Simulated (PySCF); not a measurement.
## Working with the constants of TlCl

RHF-CCSD(T) constants of TlCl, ¹Σ⁺ (singlet), closed shell (Tl def2-SVPD with ECP60, Cl def2-SVPD; scalar-relativistic core potentials (PySCF 2.14); masses 204.9744 and 34.9689 u):

| Property | Result |
| --- | --- |
| ωe | 271.6 cm⁻¹ |
| ωexe | 0.859 cm⁻¹ |
| Be | 0.084999 cm⁻¹ |
| αe | 0.000366 cm⁻¹ |
| De to Tl + Cl | 4.18 eV |

**Question.** What force constant and bond length do these constants imply?

**Answer.** Reduced mass μred = 29.873 u; k = 5.8918×10⁻⁷·μred·ωe² (u, cm⁻¹, mdyn/Å) = 1.30 mdyn/Å; Re = √(16.8576/(μred·Be)) (u, cm⁻¹, Å) = 2.577 Å.

**Question.** Estimate the centrifugal constant D from the Kratzer relation and find the Dunham coefficient a1.

**Answer.** D = 4Be³/ωe² = 3.33e-08 cm⁻¹; a1 = −1 − αeωe/(6Be²) = -3.29.

Correlated steps freeze 9 core orbitals. Correlated levels converge slowly with the basis: in double zeta they bind strong bonds too weakly, by up to about 1 eV, and carry superposition errors of some tenths. Spin–orbit coupling is left out, which matters for elements this heavy, above all for dissociation energies. Where the molecule has an RHF reference, its open-shell atoms are computed with UHF.
